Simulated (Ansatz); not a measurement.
Al8As7H22⁻, a nanocrystal cut from wurtzite AlAs (hydrogen-capped) was relaxed with PBE-D4 (def2-SVP) in Ansatz in these states: charge -1 singlet, neutral doublet. The geometries follow in no particular order.

Single mean-field runs in def2-SVP are fitted with def2-universal-jkfit.

A:

```xyz
37

As    1.171   -1.724   -3.662
Al   -0.607   -3.296   -2.811
Al    1.632    0.425   -2.433
As   -0.604    1.066   -1.486
As   -0.274   -2.654   -0.348
Al   -1.964   -0.816   -0.633
Al   -0.240    2.947    0.140
As   -2.455    3.158    1.318
As   -1.881   -0.491    1.857
Al   -3.881    1.109    1.674
As    2.887   -0.376   -0.470
Al    2.149   -2.607    0.414
Al    3.525    1.516    1.078
As    1.169    1.937    1.890
Al   -0.027    0.321    3.393
H     0.898   -1.439   -5.136
H     2.509   -2.437   -3.819
H    -1.970   -2.649   -3.356
H    -0.198   -4.842   -2.928
H     2.241    1.565   -3.369
H    -1.401    1.656   -2.645
H    -1.067   -3.719    0.408
H    -3.361   -1.193   -1.285
H     0.215    4.292   -0.587
H    -3.309    4.229    0.646
H    -2.188    3.881    2.633
H    -2.506   -1.782    2.382
H    -4.601    0.908    0.255
H    -4.610    1.080    3.101
H     4.191   -0.757   -1.172
H     2.757   -3.732   -0.568
H     2.184   -2.705    2.007
H     3.957    2.767    0.169
H     4.412    0.945    2.283
H     1.291    3.152    2.811
H     0.863   -0.932    3.826
H    -0.906    1.196    4.423
```

B:

```tsv
atom	x (Å)	y (Å)	z (Å)
As1	1.1738	-4.1324	-0.1160
Al2	0.4540	-4.0235	2.3355
Al3	1.1388	-2.1288	-1.6465
As4	-1.0014	-0.9797	-1.1044
As5	0.5636	-1.5313	2.4449
Al6	-1.4889	-0.6750	1.3490
Al7	-1.0786	1.0883	-2.4874
As8	-3.2121	2.2319	-1.7815
As9	-1.7255	1.7823	1.5779
Al10	-3.9694	2.3759	0.6567
As11	2.7948	-0.6144	-0.6236
Al12	2.8636	-0.6541	1.9032
Al13	2.9492	1.5256	-1.9415
As14	0.6707	2.4664	-1.4278
Al15	0.0652	3.3971	0.8435
H16	0.4691	-5.2928	-0.8207
H17	2.5899	-4.6936	-0.2334
H18	-1.0539	-4.5911	2.3237
H19	1.5871	-4.7620	3.2074
H20	1.3057	-2.5641	-3.1803
H21	-2.1041	-1.8839	-1.6519
H22	0.3221	-1.2064	3.9200
H23	-2.8126	-1.4841	1.7539
H24	-1.0442	0.8455	-4.0717
H25	-4.3540	1.7142	-2.6575
H26	-3.1356	3.6253	-2.4029
H27	-1.8742	1.9713	3.0885
H28	-5.0482	1.1874	0.8000
H29	-4.4048	3.8990	0.9404
H30	4.0822	-1.3460	-1.0112
H31	3.9048	-1.8216	2.2969
H32	3.0402	0.8292	2.4834
H33	2.9937	1.1479	-3.5091
H34	4.0900	2.4740	-1.3217
H35	0.6026	3.7007	-2.3305
H36	1.3208	3.3205	1.8364
H37	-0.6744	4.8024	0.5583
```

Judge from the bond lengths which geometry belongs to which state (an estimate).

A is the neutral doublet (As9–Al10 2.568 Å, Al2–As5 2.568 Å, As4–Al6 2.474 Å); B is the charge -1 singlet (As9–Al10 2.497 Å, Al2–As5 2.497 Å, As4–Al6 2.520 Å).
